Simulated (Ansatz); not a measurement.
The same ligand exchange along the group B, Al, Ga.

Computed with Ansatz on PBE0-D4/def2-TZVP structures; ΔE is electronic, products minus reactants. CBS: MP2 limit from def2 TZ/QZ plus the TZ coupled-cluster correction, frozen cores. This one scheme is used for every species. DFT in def2-TZVPP. For Br, Ga outer-core shells are correlated without core-valence functions, which leaves a few kJ/mol of doubt a bond. Scalar relativity is left out up to krypton.

```json
{"reaction": "`FBBr` + H–F → `FBF` + HBr", "PBE0-D4 (kJ/mol)": "-74", "MP2/CBS(def2) (kJ/mol)": "-67", "CCSD(T)/def2-SVP (kJ/mol)": "-99", "CCSD(T)/CBS(def2) (kJ/mol)": "-73"}
{"reaction": "`[F][AlH][Br]` + H–F → `[F][AlH][F]` + HBr", "PBE0-D4 (kJ/mol)": "-17", "MP2/CBS(def2) (kJ/mol)": "-19", "CCSD(T)/def2-SVP (kJ/mol)": "-33", "CCSD(T)/CBS(def2) (kJ/mol)": "-22"}
{"reaction": "`[F][GaH][Br]` + H–F → `[F][GaH][F]` + HBr", "PBE0-D4 (kJ/mol)": "47", "MP2/CBS(def2) (kJ/mol)": "49", "CCSD(T)/def2-SVP (kJ/mol)": "23", "CCSD(T)/CBS(def2) (kJ/mol)": "46"}
```

Largest T1 diagnostic: 0.015, for `[F][GaH][F]`.
